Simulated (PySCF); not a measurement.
A structure optimised at PBE0-D3(BJ)/def2-SVP (Å):
```
atom  x, y, z in Å
N1     2.7175   -0.1466   -0.7862
C2     1.6854   -0.0322   -0.2701
Si3    0.0032    0.1851    0.5149
N4    -0.9140   -1.0783   -0.1707
O5    -0.4749    1.7470    0.2475
H6     0.0830    0.0723    1.9851
H7    -0.7274   -1.4562   -1.0911
H8    -1.8109   -1.3686    0.1984
H9    -0.5043    2.0609   -0.6614
```

Neutral, closed shell.

Q: Which heavy atoms are bonded, and with what formal order?

A: N1–C2 1.16 Å (triple); C2–Si3 1.87 Å (single); Si3–N4 1.71 Å (single); Si3–O5 1.66 Å (single). Bonds to hydrogen (Å): Si3–H6 1.48; N4–H7 1.01; N4–H8 1.01; O5–H9 0.96.

Q: Write the SMILES.

A: `N#C[Si@H](N)O`, CH4N2OSi. Among its features: cyano group on a heteroatom, Si–H bond and C–Si bond.

Q: What is the point group of this geometry?

A: C1 (no symmetry element, even within 0.4 Å).

Q: Describe the place of each heavy atom.

A: N1: cyano nitrogen; C2: cyano carbon; Si3: oxygen-bound silicon; N4: silicon-bound nitrogen; O5: silanol oxygen.

Q: What is the arrangement about N4?

A: It has 3 neighbours (Si3, H7, H8) and is almost planar (angles 122.9°, 122.8° and 112.8°, sum 358.6°, 0.08 Å off the plane of its three neighbours).

Q: What is the arrangement about C2?

A: It has 2 neighbours (N1, Si3) and is linear (angle 178.2°).

The numbers are calculated, not measured.
